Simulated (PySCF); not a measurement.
**Spinor energies of Cu⁺ (copper, charge +1)**

Start: [Ar] 3d10. Calculated with PySCF 2.14 in x2c-SVPall-2c with one added diffuse shell each of s, d type (6s5p4d1f, 48 functions): generalised Hartree-Fock with the X2C-1e Hamiltonian and a Gaussian nucleus; one run each with spin-orbit coupling (SO) switched off, then screened by Boettger's factors. This is a chosen level, not necessarily the ground level.

| spinor shell | electrons | ε, spin-free (eV) | ε, screened SO (eV) | weight of nominal j (screened SO) | rms radius, screened SO (bohr) |
| --- | --- | --- | --- | --- | --- |
| 1s1/2 | 2 | -9053.6 | -9053.6 | 1.000 | 0.0602 |
| 2s1/2 | 2 | -1141.8 | -1141.8 | 1.000 | 0.254 |
| 2p1/2 | 2 | -982.90 | -997.02 | 1.000 | 0.226 |
| 2p3/2 | 4 | -982.90 | -976.01 | 1.000 | 0.229 |
| 3s1/2 | 2 | -149.04 | -149.04 | 1.000 | 0.767 |
| 3p1/2 | 2 | -100.39 | -102.28 | 1.000 | 0.815 |
| 3p3/2 | 4 | -100.39 | -99.470 | 1.000 | 0.823 |
| 3d3/2 | 4 | -21.934 | -22.134 | 1.000 | 1.13 |

(1) Where does 3d5/2 lie, and what is the 3d spin-orbit splitting (screened SO)?

```tsv
quantity	spin-free	screened SO
E (hartree)	-1652.61418	-1652.64430
M_J	0	0
⟨J²⟩	0.000	0.000
⟨L²⟩	0.000	0.001
⟨S²⟩	0.000	0.001
```

Without spin-orbit coupling the j labels of p, d and f shells carry no meaning; the spin-free column gives the mean over the occupied spinors of each nl shell.

Results:

(1) At -21.802 eV, 0.332 eV above 3d3/2.
